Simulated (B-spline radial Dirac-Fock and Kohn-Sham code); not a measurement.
X-ray form factors of titanium in several charge states

The computed values come from an atomic code on a B-spline grid: Dirac-Fock orbitals of the configuration average with a finite nucleus.

Configurations: Ti [Ar] 3d2 4s2; Ti²⁺ [Ar] 3d2; Ti⁴⁺ [Ne] 3s2 3p6. The first column is f₀ of Ti, the others are differences from it.

```
s (Å⁻¹)      Ti  Δ Ti²⁺  Δ Ti⁴⁺
      0  22.000  -2.000  -4.000
   0.05  21.171  -1.470  -3.361
    0.1  19.407  -0.545  -2.148
   0.15  17.629  +0.001  -1.218
    0.2  16.037  +0.149  -0.682
   0.25  14.566  +0.121  -0.379
    0.3  13.194  +0.060  -0.193
   0.35  11.946  +0.014  -0.078
    0.4  10.850  -0.011  -0.010
   0.45   9.919  -0.020  +0.025
    0.5   9.147  -0.020  +0.037
    0.6   8.007  -0.011  +0.031
    0.7   7.240  -0.002  +0.016
    0.8   6.677  +0.001  +0.010
    0.9   6.200  +0.002  +0.012
      1   5.752  +0.001  +0.017
    1.1   5.310  -0.001  +0.022
    1.2   4.872  -0.002  +0.026
    1.4   4.039  -0.003  +0.028
    1.6   3.315  -0.003  +0.024
```
